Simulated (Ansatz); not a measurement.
Basis-set extrapolation for `[NH][SiH](Cl)Cl` radical (PBE0-D4/def2-TZVP geometry, frozen core, Ansatz 0.2.0). Multiplicity 2, UHF reference.

|  | def2-TZVPP | def2-QZVPP |
| --- | --- | --- |
| HF | -1263.696593 | -1263.733928 |
| MP2 correlation | -0.659961 | -0.722878 |
| CCSD(T) correlation | -0.741695 | not run |

Energies in hartree. Use E(X) = E(∞) + A·exp(−7.88·√X) for Hartree–Fock and E(X) = E(∞) + B·X^(−2.97) for correlation, with X = 3 and 4, and add CCSD(T) minus MP2 of the smaller set to the MP2 limit.

Problem. What is the CCSD(T) energy at the basis-set limit?

Solution. HF limit: -1263.733928 + (-0.037335) × 0.13774 = -1263.73907. MP2 limit: -0.722878 + (-0.062917) × 0.74074 = -0.76948. Higher-order term: -0.741695 − (-0.659961) = -0.08173. Total: -1264.59028 hartree, 4.14 eV below CCSD(T)/def2-TZVPP.
